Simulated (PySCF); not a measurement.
# From computed data to an observable: chemical shift, span and skew from a shielding tensor

SeF3, SMILES F[Se+](F)F, charge +1. Atoms are numbered in the order given.

```xyz
4

Se     0.0000     0.0000     0.3698
F      1.2638     0.7296    -0.4657
F      0.0000    -1.4593    -0.4657
F     -1.2638     0.7296    -0.4657
```
Charge +1, spin multiplicity 1.

Geometry optimised at r2SCAN-D4/def2-SVP. The spin state was assumed, not searched. The isomer is the one that the SMILES or the coordinates give; other isomers of the formula were not compared.

GIAO shieldings from HF/pcSseg-2 in PySCF, non-relativistic, no solvent. The symmetric part of the tensor of Se1 has the principal values 582.0, 582.0, 1110.5 ppm. The same nucleus in Me2Se has σ = 1901.4 ppm at this level (PySCF, at its B3LYP-D3(BJ)/def2-TZVP geometry).

Problem. Work out the isotropic shielding, the ⁷⁷Se shift against Me2Se, the span and the skew.

Solution. 
σ(iso) = (σ11 + σ22 + σ33)/3 = 758.2 ppm. δ = σ(ref) − σ(iso) = 1901.4 − (758.2) = 1143.2 ppm.
Span Ω = σ33 − σ11 = 528.5 ppm. Skew κ = 3(σ(iso) − σ22)/Ω = 1.00, an axial tensor. Tumbling in solution averages the tensor to δ; in a static solid the shielding alone would spread this spin-1/2 line over Ω.
